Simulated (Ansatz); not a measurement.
`[NH2][Nb]([F])([F])=[S]` + H₂O → `[NH2][Nb]([OH])([F])=[S]` + H–F at 500 K and 1 bar (formal hydrolysis of the Nb–F bond).

Gas-phase electronic energies from Ansatz, PBE0-D4/def2-TZVP geometries. CBS: MP2 limit from def2 TZ/QZ plus the TZ coupled-cluster correction, frozen cores. This one scheme is used for every species. Elements past krypton have def2 core potentials. For Nb outer-core shells are correlated without core-valence functions, which leaves a few kJ/mol of doubt a bond. One conformer a species, not always the lowest.

```
                   species  CCSD(T)/CBS energy (Eh)  H − E (kJ/mol)  S (J/(mol·K))
 `[NH2][Nb]([F])([F])=[S]`               -710.39583           126.6          410.7
                       H₂O                -76.37941            73.2          206.3
`[NH2][Nb]([OH])([F])=[S]`               -686.36905           159.4          425.9
                       H–F               -100.39570            39.4          188.7
```

H − E and S are ideal-gas, rigid-rotor, harmonic terms from PBE0-D4/def2-TZVP, for one conformer and one mirror image of each species. 1 Eh = 2625.50 kJ/mol, R = 8.31446 J/(mol·K).

Question: By hand: ΔE, ΔH, ΔS and ΔG.

Answer: ΔE = (-686.36905) + (-100.39570) − (-710.39583) − (-76.37941) = 0.01049 Eh = 27.5 kJ/mol. Δ(H − E) = 159.4 + 39.4 − 126.6 − 73.2 = -1.0, so ΔH = 26.5 kJ/mol. ΔS = 425.9 + 188.7 − 410.7 − 206.3 = -2.4 J/(mol·K). ΔG = 26.5 − 500 × (-2.4)/1000 = 27.7 kJ/mol.

Question: By hand: the equilibrium constant, and the temperature at which ΔG would vanish if ΔH and ΔS stayed fixed.

Answer: log₁₀ K = −ΔG/(RT ln 10) = -2.9. ΔH and −TΔS have one sign here, so there is no such temperature.

The number of gas molecules stays the same, so ΔS is small and ΔH decides. A doubt of 5 kJ/mol in ΔE shifts log₁₀ K by 0.5 here. Other conformers and mirror images would add mixing entropy, several J/(mol·K) or more a flexible species. These are equilibria of isolated gas molecules and say nothing of rates. Largest T1 diagnostic: 0.023 (customary marks: 0.02 for closed shells, 0.045 for open ones).

ΔS is within the doubt of such terms, so its sign, and with it that verdict, could turn.
